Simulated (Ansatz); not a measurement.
Coupled-cluster run, H₄Se₃Sn, SMILES `[SeH][SnH]([SeH])[SeH]`.

```yaml
crystal:
  periodic: [false, false, false]
  atoms:
    - {symbol: Se, position_ang: [-0.614715, 1.558321, -1.838105]}
    - {symbol: Sn, position_ang: [0.093353, 0.394363, 0.287851]}
    - {symbol: Se, position_ang: [2.577404, -0.019698, 0.132164]}
    - {symbol: Se, position_ang: [-1.251568, -1.744537, 0.354855]}
    - {symbol: H, position_ang: [-2.036791, 1.401233, -1.497626]}
    - {symbol: H, position_ang: [-0.160138, 1.328464, 1.694519]}
    - {symbol: H, position_ang: [2.374694, -0.992798, -0.949606]}
    - {symbol: H, position_ang: [-0.890140, -1.982449, 1.760147]}
basis:
  gaussian: {orbitals: def2-SVP}
correlation: {method: ccsd_t}
```

```sh
$ ansatz run in.yaml --threads 4 --pin off --events-out ev --progress --plain --max-ram 11315MiB
```

Output of Ansatz, abridged:

```
Functional definition: HF
1473 factors; integrals over basis functions are off by at most 1.2e-3 eV
mean field evaluation 1: about -201754.4684 eV, gradient 1.9e1 eV
mean field evaluation 2: about -201754.5054 eV, gradient 1.9e1 eV
mean field evaluation 4: about -201756.1082 eV, gradient 2.5e0 eV
mean field evaluation 8: about -201756.1430 eV, gradient 1.6e-1 eV
mean field -201756.14325262 eV, -7414.4015093080 hartree, gradient 1.0e-6 eV, S^2 0.000000; 0 other end points of the search recorded, 0 dependent functions left out
31 core orbitals not correlated: weight in the atoms' cores, before any rotation towards them, 1.000 or more for the frozen orbitals, at most 0.000 for the correlated occupied ones
reference -201756.14325262 eV, -7414.4015093080 hartree; 33, 33 occupied and 78, 78 virtual orbitals, 1473 factors
second order -22.33244656 eV of doubles, -0.00000000 eV of singles
cycle   1  -22.37986304 eV  change   -4.7e-2 eV  update   1.0e-1
cycle   2  -23.00119815 eV  change   -6.2e-1 eV  update   3.0e-2
cycle   3  -23.04268699 eV  change   -4.1e-2 eV  update   1.2e-2
cycle   4  -23.03282047 eV  change    9.9e-3 eV  update   2.9e-3
cycle   5  -23.03450917 eV  change   -1.7e-3 eV  update   1.2e-3
cycle   6  -23.03360849 eV  change    9.0e-4 eV  update   3.6e-4
cycle   7  -23.03341654 eV  change    1.9e-4 eV  update   1.2e-4
cycle   8  -23.03348342 eV  change   -6.7e-5 eV  update   4.2e-5
perturbative correction -0.64162307 eV, -0.0235792130 hartree
Total energy: -201779.81835911 eV, -7415.2715534242 hartree
```

It took 35 s on 4 threads of an Arm Neoverse V2 on a shared host, with 1.1 GiB of host memory at the peak.

Correlation energy per correlated electron: -0.359 eV. T1 diagnostic: 0.0078.
